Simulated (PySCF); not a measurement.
**GaC: energy against distance**

Set-up: Ga def2-SVPD, C def2-SVPD; no relativity (PySCF 2.14). Energies in eV from Ga + C in their ground configurations at the same level. State: ⁴Σ⁻ (quartet), unpaired electrons σ ↑, π ↑↑.

All columns are PBE0. A positive dipole means Ga(−)C(+).

| R (Å) | E (eV) | μ (D) | Mulliken charge on Ga (basis-dependent) | HOMO (eV) | LUMO (eV) | Mayer bond order | ⟨S²⟩ |
| --- | --- | --- | --- | --- | --- | --- | --- |
| 1.726 | -2.684 | -1.30 | 0.15 | -6.48 | -3.13 | 1.41 | 3.76 |
| 1.806 | -3.068 | -1.46 | 0.19 | -6.52 | -2.95 | 1.34 | 3.76 |
| 1.887 | -3.276 | -1.67 | 0.23 | -6.54 | -2.79 | 1.27 | 3.76 |
| 1.947 | -3.350 | -1.85 | 0.25 | -6.55 | -2.68 | 1.23 | 3.76 |
| 2.007 | -3.370 | -2.04 | 0.28 | -6.55 | -2.59 | 1.19 | 3.76 |
| 2.067 | -3.349 | -2.25 | 0.30 | -6.55 | -2.50 | 1.15 | 3.76 |
| 2.147 | -3.274 | -2.55 | 0.32 | -6.52 | -2.41 | 1.11 | 3.76 |
| 2.248 | -3.129 | -2.95 | 0.35 | -6.45 | -2.33 | 1.07 | 3.75 |
| 2.368 | -2.910 | -3.42 | 0.36 | -6.19 | -2.28 | 1.03 | 3.75 |
| 2.529 | -2.584 | -4.04 | 0.37 | -5.88 | -2.27 | 1.00 | 3.75 |

A fit through these points gives, at Re = 2.004 Å, μ = -2.03 D and dμ/dR = -3.39 D/Å; the reduced mass is 10.22 u.

Task: How strong is the fundamental in the double-harmonic approximation, I = 42.26·(dμ/dR)²/μred km/mol?

Result: I = 42.26·(-3.39)²/10.22 = 47.5 km/mol at PBE0.

Spin–orbit coupling is left out. The state is the lowest determinant that a PBE0 search found; another state may lie lower at other levels.
